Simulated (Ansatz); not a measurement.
The cluster NbS₂. Total charge 0; quartet. Geometry PBE-D4/def2-TZVP; atoms count from 1.

Cartesian coordinates in Å:
```
Nb -0.252 -1.136 0.779
S 0.665 0.980 0.386
S -0.413 0.156 -1.165
```

In the def2 sets Nb takes a core potential; there is no spin–orbit coupling. The structure comes from a short search, and lower isomers may exist.

(1) Estimate the Mulliken populations from the PBE0/def2-TZVP orbitals of Ansatz.

(2) Where does the spin sit?

(3) And the Mayer bond orders between bonded heavy atoms (over 0.3)?

Results:

(1) 
```tsv
atom	charge (e)	spin (α − β)	d electrons
Nb1	0.55	3.31	3.69
S2	-0.27	-0.15	–
S3	-0.27	-0.15	–
```
Mulliken values and Mayer orders depend strongly on the basis.

(2) Summed by element: Nb 3.31, S -0.31, of 3 unpaired in all. Largest on single atoms: Nb1 3.31, S2 -0.15, S3 -0.15.

(3) Nb1–S2 1.20 (2.34 Å); Nb1–S3 1.20 (2.34 Å); S2–S3 1.17 (2.06 Å).
